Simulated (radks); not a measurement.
Dynamic dipole polarisability and lines of the aluminium ion Al11+, [He]. Calculated with a radial shooting solver on a logarithmic mesh with Libxc functionals: scalar-relativistic Kohn-Sham, LDA (Slater exchange, Perdew-Wang correlation), spin-unpolarised, spherical densities, finite nucleus; Fermi nuclear charge, rms radius of each element as measured or else 0.836 A^(1/3) + 0.57 fm. Time-dependent linear response with the Hartree and adiabatic LDA kernel, continuum included through the Sternheimer equations, no spin-orbit coupling, so fine structure and intercombination lines are absent. Lines are the poles of the dipole polarisability below minus the highest occupied eigenvalue, found on a grid refined at the orbital gaps; the lowest seven at most are given, and weak or close lines can be missed. The first line takes the name of the lowest orbital gap if no other gap lies below it; otherwise a line is named after a gap within 0.6 % of it, if that gap stands alone.

photon energy (eV)  alpha (bohr^3)
0                        0.0003587
32.818                   0.0003589
164.09                   0.0003619
295.36                   0.0003693
426.63                   0.0003816
557.90                   0.0004000
689.17                   0.0004263
820.45                   0.0004639
951.72                   0.0005190
1083.0                   0.0006042
1214.3                   0.0007503
1345.5                    0.001058
1476.8                    0.002199
1608.1                   -0.003631
1739.3                  -0.0001778
1870.6                 -0.00009977

Lines (eV, oscillator strength): 1567.2 (0.7911 nm, 1s-2p), f = 0.706; 1811.6 (0.6844 nm, 1s-3p), f = 0.140; 1894.4 (0.6545 nm, 1s-4p), f = 0.0523; 1932.3 (0.6416 nm, unassigned), f = 0.0253; 1952.8 (0.6349 nm, unassigned), f = 0.0142. Higher lines, where found, are left out when the end of the mesh affects them. Those listed give 73 % of the static polarisability (sum of f/w^2). Orbital energy gaps for comparison: 1s-2p 1563.6 eV; 1s-3p 1810.3 eV; 1s-4p 1893.8 eV; 1s-5p 1932.0 eV; 1s-6p 1952.6 eV.
